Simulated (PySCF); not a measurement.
AlSe₂⁻: bending curve

All numbers come from PBE0 in PySCF with Al def2-TZVPD, Se def2-TZVPD; no relativity; density-fitted integrals.

Rigid scan from the singlet minimum (Al–Se 2.184 Å (×2); Se–Al–Se 180.0°). Coordinate: the Se–Al–Se angle, bonds fixed. Energies in kJ/mol from the minimum.

(1) Predict the curve at 80, 90, 100, 110, 120, 130, 140, 150, 160, 170, 180.

Answers

(1) 
| bond angle (°) | E (kJ/mol) | dipole size (D, about the centre of mass) |
| --- | --- | --- |
| 80 | 289.9 | 3.54 |
| 90 | 322.5 | 1.92 |
| 100 | 232.1 | 1.72 |
| 110 | 168.2 | 1.59 |
| 120 | 119.6 | 1.47 |
| 130 | 81.5 | 1.31 |
| 140 | 51.7 | 1.12 |
| 150 | 29.1 | 0.88 |
| 160 | 12.9 | 0.61 |
| 170 | 3.3 | 0.31 |
| 180 | 0.0 | 0.00 |

Other isomers or separated fragments may lie lower.
